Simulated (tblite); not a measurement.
Species: C₂H₅ClS₂Si.
Geometry (GFN2-xTB, Å), atoms numbered from 1 in this order:
```
atom  x, y, z in Å
C1    -2.153   -0.085   -0.311
C2    -0.718   -0.274    0.033
S3    -0.207   -1.493    0.994
S4     0.356    0.909   -0.638
Si5    2.291    0.278    0.195
Cl6    2.376    0.691    2.141
H7    -2.700   -1.016   -0.177
H8    -2.262    0.276   -1.332
H9    -2.583    0.667    0.354
H10    2.453   -1.119   -0.148
H11    3.153    1.167   -0.566
```

Computed values, GFN2-xTB/tblite, gas phase, harmonic and unscaled. Against measured fundamentals such values can be off by several per cent, at times by over 20. Modes of hydrogen on silicon can be 10 to 20 % off. One conformer, not necessarily the lowest.

Harmonic wavenumbers (cm⁻¹): 50.6, 63.0, 72.7, 129.9, 155.7, 296.7, 325.2, 401.1, 445.8, 488.1, 546.4, 579.8, 616.3, 700.0, 763.9, 888.7, 986.1, 1106.9, 1214.4, 1380.6, 1442.7, 1449.5, 2332.9, 2386.0, 2980.9, 3023.2, 3039.4.

A = 2452, B = 1040, C = 848.2 MHz; mass 155.929 u (most abundant isotopes); point group C1, symmetry number 1.

Question: Zero-point energy?

Answer: Half the sum of the wavenumbers: 13933 cm⁻¹ = 166.68 kJ/mol.

Question: Give the ideal-gas entropy at 350 K and 1 bar in the rigid-rotor, harmonic-oscillator model (classical rotation).

Answer: Translation 175.16, rotation 124.95, vibration 127.00: S = 427.1 J/(mol K).

Question: And Cp and H(350 K) − H(0)?

Answer: Cp = 143.17 J/(mol K), of which vibrations give 109.92 (their classical limit is 27 R = 224.5); H(350 K) − H(0) = 33.43 kJ/mol without the zero-point energy, 21.79 from vibrations.

Question: How do the functions run with temperature in this model?

Answer: 
| T (K) | S (J/(mol K)) | Cp (J/(mol K)) | H − H(0) (kJ/mol) | G − H(0) (kJ/mol) | ln q(vib) |
| --- | --- | --- | --- | --- | --- |
| 100 | 296.2 | 74.6 | 5.50 | -24.12 | 1.92 |
| 200 | 357.7 | 106.1 | 14.55 | -56.98 | 4.41 |
| 300 | 405.9 | 132.4 | 26.54 | -95.23 | 6.70 |
| 500 | 482.7 | 168.2 | 56.90 | -184.43 | 10.84 |
| 800 | 569.1 | 199.2 | 112.46 | -342.85 | 16.14 |
| 1000 | 615.1 | 212.4 | 153.69 | -461.39 | 19.20 |

q(vib) and H(0) count from the zero-point level.

Question: What must be added to the electronic energy to get the Gibbs energy at 350 K and 1 bar?

Answer: ZPE + [H(350 K) − H(0)] − T·S = 166.68 + 33.43 − 149.49 = 50.62 kJ/mol.

Question: Which modes carry the vibrational entropy at 350 K?

Answer: 50.6 cm⁻¹: 21.38; 63.0 cm⁻¹: 19.57; 72.7 cm⁻¹: 18.39; 129.9 cm⁻¹: 13.63; 155.7 cm⁻¹: 12.16; 296.7 cm⁻¹: 7.16 J/(mol K); the other 21 give 34.70 together.

Question: Blend soft modes into free rotors: weight 1/[1 + (100 cm⁻¹/ν̃)⁴] for the oscillator and the rest for a rotor with moment μB/(μ + B), μ = h/(8π²ν), B = 10⁻⁴⁴ kg m². What vibrational entropy results?

Answer: 112.89 J/(mol K) in place of 127.00, which changes −T·S at 350 K by +4.94 kJ/mol.

Hindered rotation and anharmonicity are outside this model. Other conformers, if any are populated, would add a mixing term that is left out. The structure is chiral; the term R ln 2 for an equal mix with its mirror image is left out.

Time: 0.69 s wall. Hardware: an Arm Neoverse N1 with one thread, no GPU (shared host). This covers the Hessian and the dipole derivatives.
